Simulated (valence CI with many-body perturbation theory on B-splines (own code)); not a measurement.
Values are calculated unless marked as measured or tabulated.
# Ladder of approximations for Sn

Method: valence CI with perturbative core correlation (CI+MBPT): four valence electrons over a frozen Dirac-Fock core [Kr] 4d10, a basis of 11 s, 11 p, 9 d, 7 f, 5 g, 2 h, 1 i functions for each j, with the one-electron correlation potential Σ1 (screened to all orders), the two-electron term Σ2, the three-electron term Σ3, Breit, model QED; selected single and double excitations, second order for the rest, scaled by the run's own slope (own B-spline code, finite nucleus).

Set against measurement, 31 paired levels are off by 50 cm⁻¹ on average, the worst by 287. These come from a selection out of the NIST Handbook of Basic Atomic Spectroscopic Data. Levels without a partner in it may be off by more. Among the levels kept, up to 400 cm⁻¹ of a level comes from second order outside the variational space, and about a tenth of that is noise between levels of different J, which matters for small intervals.

Each rung adds one term. CI alone is the Dirac-Coulomb CI over the frozen core; QED comes last and gives the full result, which names the levels. Energies are above 5s²5p² ³P_0 on the same rung, in cm⁻¹. A blank means that the level has no clear partner on that rung.

Names give the largest LS component (configuration and term), which can be under half, so a name can repeat, a term be missing and a line seem to break the LS rules; names also repeat where a configuration has a term twice.

```
        Level  CI alone   + Σ1   + Σ2   + Σ3  + Breit   Full
  5s²5p² ³P_1      1450   1715   1713   1728     1692   1695
  5s²5p² ³P_2      3042   3497   3471   3484     3426   3430
  5s²5p² ¹D_2      8057   8856   8667   8638     8567   8573
  5s²5p² ¹S_0     16345  17585  17288  17133    17066  17076
5s²5p6s ³P°_0     33395  36662  34715  34742    34706  34740
5s²5p6s ³P°_1     33665  36936  34988  35016    34975  35008
5s²5p6s ³P°_2     36925  40694  38757  38786    38692  38729
  5s5p³ ⁵S°_2     34193  37042  39440  39490    39448  39338
5s²5p6s ¹P°_1     37603  41345  39376  39406    39312  39351
 5s²5p6p ³D_1     40837  44234  42316  42344    42307  42329
 5s²5p6p ³P_1     41845  45252  43350  43378    43337  43359
 5s²5p6p ³D_2     41911  45327  43418  43446    43400  43419
5s²5p5d ¹D°_2                   43626  43662    43609  43628
 5s²5p6p ³P_0     42284  45658  43772  43799    43763  43786
5s²5p5d ³D°_2                   44086  44118    44064  44072
5s²5p5d ³D°_1     41734  45359  44444  44475    44422  44429
5s²5p5d ³F°_3     42186  45881  44528  44561    44508  44525
 5s²5p6p ¹P_1     44655  48525  46628  46657    46563  46593
 5s²5p6p ³D_3     45049  48966  47033  47062    46965  46996
```

**Question.** How does the ionisation energy move along the ladder, and which term matters most?

**Answer.** CI alone 7.1365, + Σ1 7.5930, + Σ2 7.3369, + Σ3 7.3403, + Breit 7.3359, + QED 7.3391 eV. The largest step is Σ1, 0.4565 eV. NIST lists 7.34392 eV (measured).
